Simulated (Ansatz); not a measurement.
`C=C(N)S[SiH3]` + H₂ → `C=CS[SiH3]` + NH₃ at 600 K and 1 bar (hydrogenolysis of a C–N bond).

Gas-phase electronic energies from Ansatz, PBE0-D4/def2-TZVP geometries. CBS: MP2 limit from def2 TZ/QZ plus the TZ coupled-cluster correction, frozen cores. This one scheme is used for every species. One conformer a species, not always the lowest.

```
        species  CCSD(T)/CBS energy (Eh)  H − E (kJ/mol)  S (J/(mol·K))
`C=C(N)S[SiH3]`               -821.86732           295.0          453.2
             H₂                 -1.17544            43.9          150.8
   `C=CS[SiH3]`               -766.55636           237.7          418.7
            NH₃                -56.50880           112.4          219.5
```

H − E and S are ideal-gas, rigid-rotor, harmonic terms from PBE0-D4/def2-TZVP, for one conformer and one mirror image of each species. The MP2-based limit puts H₂ 0.8 mEh under its directly extrapolated value; such offsets cancel only in part. 1 Eh = 2625.50 kJ/mol, R = 8.31446 J/(mol·K).

Task: By hand: ΔE, ΔH, ΔS and ΔG.

Result: ΔE = (-766.55636) + (-56.50880) − (-821.86732) − (-1.17544) = -0.02240 Eh = -58.8 kJ/mol. Δ(H − E) = 237.7 + 112.4 − 295.0 − 43.9 = 11.2, so ΔH = -47.6 kJ/mol. ΔS = 418.7 + 219.5 − 453.2 − 150.8 = 34.2 J/(mol·K). ΔG = -47.6 − 600 × (34.2)/1000 = -68.1 kJ/mol.

Task: By hand: the equilibrium constant, and the temperature at which ΔG would vanish if ΔH and ΔS stayed fixed.

Result: log₁₀ K = −ΔG/(RT ln 10) = 5.9. ΔH and −TΔS have one sign here, so there is no such temperature.

TΔS isn't small against ΔH here. A doubt of 5 kJ/mol in ΔE shifts log₁₀ K by 0.4 here. Other conformers and mirror images would add mixing entropy, several J/(mol·K) or more a flexible species. Modes under 60 cm⁻¹, often nearly free rotors, make the harmonic entropy too high. These are equilibria of isolated gas molecules and say nothing of rates. Largest T1 diagnostic: 0.012 (customary marks: 0.02 for closed shells, 0.045 for open ones).
